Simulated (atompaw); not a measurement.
**PBE PAW (atompaw) dataset for fluorine, scalar-relativistic all-electron reference.**

Input for atompaw 4.2.0.5:

```
F 9
GGA-PBE scalarrelativistic loggrid 1500 logderivrange -5 5 251
2 2 0 0 0 0
2 1 4
0 0 0
c
v
v
2
1.15 1.05 1.00 0.90
y
0.6
n
y
-0.3
n
y
-0.1
n
custom rrkj vanderbiltortho besselshape
3 0.5 vpsmatchnc
1.15
0.80
1.15
1.15
1.15
PWSCFOUT
UPFDX 0.0125d0 UPFXMIN -7.d0 UPFZMESH 9.d0
END
```

Command:

```bash
atompaw < F.input > F.log
```

The program printed (summary file):

```
[... start of the log left out ...]
 Total energy
   Total                    :     -198.06361342541857
   Valence                  :      -57.65140922472074

 PAW parameters:
       lmax =            2
         rc =    1.1510459742267116
        irc =          945
   rc_shape =    1.0501268557240380
    rc_vloc =    1.0030329990750448
    rc_core =   0.90119107382328778
   Vloc: VPS match (norm-conservation) with l= 3;e=   5.0000E-01
   Projector type: RRKJ pseudization + Vanderbilt ortho.
   Bessel compensation charge shape zeroed at   1.0501E+00

 Number of basis functions     5
 No.   n  nodes  l      Energy         Cp coeff         Occ
  1    2    1    0   -0.3482923E+01  0.8718654E+01  0.2000000E+01
  2  999    2    0    0.6000000E+00  0.1129142E-01  0.0000000E+00
  3    2    0    1   -0.2080643E+01 -0.4934766E+02  0.4000000E+01
  4  999    1    1   -0.3000000E+00 -0.4230280E+01  0.0000000E+00
  5  999    0    2   -0.1000000E+00 -0.1602440E+03  0.0000000E+00

 Eigenvalues of overlap operator (in the basis of projectors):
    1       -6.41066161E+03
    2        2.06021267E-03
    3        3.36337284E-01
    4        4.40403364E+01
    5        1.33689171E+03

The overlap operator has at least one negative eigenvalue!
It might be not positive definite...
Program is stopping.
This probably means that your projectors are too similar
or that your PAW basis is incomplete.
Advice: try to change your input parameters (f.i. : reference energies).
```

The run stopped because the overlap operator built from these waves and projectors is not positive definite.

The run took about 0.26 s on one core of a shared server CPU.
